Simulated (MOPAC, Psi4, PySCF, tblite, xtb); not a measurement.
Dimer BCl3 ··· H3O+ (SMILES ClB(Cl)Cl and [OH3+]) (charge +1) at R = 4.52 Å between the centres of mass, closest contact 1.96 Å (a higher rigid-body minimum at GFN2-xTB). Geometry in Å and degrees:

```
Cl
B 1 1.7452
Cl 2 1.7452 1 119.96
Cl 2 1.7453 3 120.02 1 179.92
H 1 1.9639 2 145.98 3 -174.50
O 5 0.9811 1 167.91 2 -177.88
H 6 0.9811 5 113.40 1 -66.48
H 6 0.9811 7 113.40 5 -131.22
```

- GFN2-xTB (tblite)
- SAPT0/jun-cc-pVDZ, frozen core (Psi4)
- BLYP/def2-TZVP, counterpoise-corrected (Psi4)
- BLYP-D3(BJ)/def2-TZVP, counterpoise-corrected (Psi4)
- PBE/def2-TZVP, counterpoise-corrected (Psi4)
- PBE-D3(BJ)/def2-TZVP, counterpoise-corrected (Psi4)
- HF/aug-cc-pVDZ, counterpoise-corrected (Psi4)
- MP2/aug-cc-pVDZ = DF-MP2/aug-cc-pVDZ, frozen core, counterpoise-corrected (Psi4)
- SCS-MP2/aug-cc-pVDZ = DF-SCS-MP2/aug-cc-pVDZ, frozen core, counterpoise-corrected in Psi4
- PM7, restricted, heats of formation (MOPAC)
- PM6, restricted, heats of formation (MOPAC)
- GFN1-xTB (xtb)
- RKS-B3LYP/6-31G* = PySCF with restricted B3LYP/6-31G*, spherical d, no counterpoise correction
- RMP2/3-21G = restricted MP2 (frozen core)/3-21G, no counterpoise correction run with PySCF
- RKS-B3LYP/LANL2DZ = restricted B3LYP/LANL2DZ, with its core potentials past Ne, no counterpoise correction (PySCF 2.14.0)
- RHF/LANL2DZ = PySCF 2.14.0 with restricted Hartree-Fock/LANL2DZ, with its core potentials past Ne, no counterpoise correction

Question: What interaction energy does each level give?

Answer: 
```tsv
method	E_int / kcal/mol
GFN2-xTB	-19.18
GFN1-xTB	-15.24
PBE-D3(BJ)/def2-TZVP	-10.91
BLYP-D3(BJ)/def2-TZVP	-10.77
PBE/def2-TZVP	-10.06
BLYP/def2-TZVP	-9.10
RKS-B3LYP/6-31G*	-7.99
RKS-B3LYP/LANL2DZ	-7.71
MP2/aug-cc-pVDZ	-7.10
RMP2/3-21G	-6.90
PM7	-6.68
SCS-MP2/aug-cc-pVDZ	-6.33
SAPT0/jun-cc-pVDZ	-5.22
PM6	-4.35
RHF/LANL2DZ	-4.10
HF/aug-cc-pVDZ	-3.76
```
